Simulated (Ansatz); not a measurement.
B$_{2}$Cl$_{2}$H$_{4}$S$_{2}$, SMILES `Cl[B@H-]1[SH+][B@@H-](Cl)[SH+]1`. Total charge 0; spin multiplicity 1.

Cartesian coordinates in Å:
```
Cl -0.574 2.739 -0.663
B -0.495 0.947 -0.734
S 1.335 0.224 -0.714
B 0.485 -1.115 0.451
Cl 1.499 -1.621 1.843
S -1.030 0.056 0.950
H -1.059 0.423 -1.646
H 1.813 1.015 0.267
H 0.085 -1.983 -0.263
H -2.059 -0.687 0.508
```

**Question.** What are the harmonic wavenumbers in cm⁻¹ at PBE0-D4/def2-TZVP (Ansatz, finite differences of forces, unscaled)? (Estimate.)

**Answer.** The calculation gave: 41, 162, 219, 228, 243, 293, 456, 493, 528, 601, 681, 682, 724, 767, 817, 821, 963, 1002, 1021, 1038, 2623, 2628, 2677, 2705.

**Question.** Is this a minimum?

**Answer.** Yes, all 24 modes are real.

**Question.** Give the ideal-gas thermochemistry at 298.15 K and 1 bar (rigid rotor, harmonic oscillator; point group Cs, symmetry number 1).

**Answer.** Zero-point energy 134.0 kJ/mol; H(298) − E = 157.2 kJ/mol; entropy 376.8 J/(mol·K), of which translation 172.2, rotation 123.9, vibration 80.7; G(298) − E = 44.8 kJ/mol. Modes under 100 cm⁻¹ are hindered rotations or soft bends, so the harmonic entropy is rough.
